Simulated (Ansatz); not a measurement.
Mulliken charges of `[NH2][V](=[O])([OH])[Cl]` from r2SCAN/def2-TZVPP in Ansatz (PBE0-D4/def2-TZVP geometry).

| atom | x (Å) | y (Å) | z (Å) | charge (e) |
| --- | --- | --- | --- | --- |
| N1 | -0.707 | 1.066 | 0.159 | -0.460 |
| V2 | 0.603 | -0.176 | 0.065 | 1.037 |
| O3 | 1.579 | 0.157 | 1.218 | -0.430 |
| O4 | -0.002 | -1.819 | 0.292 | -0.424 |
| Cl5 | 1.554 | -0.027 | -1.885 | -0.293 |
| H6 | -1.494 | 1.100 | -0.475 | 0.169 |
| H7 | -0.740 | 1.807 | 0.844 | 0.196 |
| H8 | -0.701 | -2.164 | -0.273 | 0.204 |

**Question.** By hand: the dipole of these point charges (1 e Å = 4.8032 D).

**Answer.** Σ q r = (-0.723, 0.137, -0.072) e Å, of length 0.739 e Å = 3.55 D.

**Question.** How does the dipole of the full density compare? (An estimate is asked.)

**Answer.** The calculation gave: (-0.848, 0.173, -0.096) e Å, 4.18 D; the point charges give 0.85 times that, at 1° from its direction.

Point charges leave out the atoms' own dipoles, such as those of lone pairs, and Mulliken's split depends on the basis, so the two needn't agree.
